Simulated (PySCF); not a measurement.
Species: (CH3)3CCHF2, C5H10F2.
Numbering: `[CH3:1][C:2]([CH3:3])([CH3:4])[CH:5]([F:6])[F:7]` (hydrogens: H8, H9, H10 on C1; H11, H12, H13 on C3; H14, H15, H16 on C4; H17 on C5)

All values: wB97X-D/pcSseg-2 (PySCF, non-relativistic), on one gas-phase PBE0-D3(BJ)/def2-TZVP geometry that isn't relaxed in the solvent. The solvent is an IEF-PCM continuum (cavity from Bondi-type radii × 1.2). The model holds no explicit solvent molecules, cavitation or dispersion.

Gas phase at wB97X-D/pcSseg-2: HOMO -10.99 eV, LUMO 2.17 eV, dipole 2.21 D.

Q: What does the continuum do to the energy, the frontier levels and the dipole at wB97X-D/pcSseg-2 in chloroform?

A: 
| solvent | ε | E(solvent) − E(gas) (kcal/mol) | polarisation term (kcal/mol) | distortion of the solute (kcal/mol) | HOMO (eV) | LUMO (eV) | dipole (D) |
| --- | --- | --- | --- | --- | --- | --- | --- |
| chloroform | 4.711 | -2.40 | -2.66 | 0.26 | -10.88 | 2.42 | 2.63 |

Polarisation term: ½ Σ q·V over the induced surface charges. Distortion: the rise of the solute's own energy as its density leaves the gas-phase optimum.

Q: Which radius a makes the point-dipole formula ΔE = −[(ε − 1)/(2ε + 1)]·μ²/a³ give the value in chloroform, with the gas-phase dipole?

A: μ = 0.869 au and |ΔE| = 0.00383 Eh give a = 2.18 Å; the farthest nucleus lies 2.36 Å from the centroid of the nuclei, so such a sphere wouldn't even hold the nuclei. The formula assumes a rigid point dipole at the centre of a sphere.

Shape of the structure used: `[CH3:1][C:2]([CH3:3])([CH3:4])[CH:5]([F:6])[F:7]`: C1–C2–C5–F6 60°.

wB97X-D is run here without its empirical dispersion term; that term would change no orbital, density or response property at a fixed geometry.
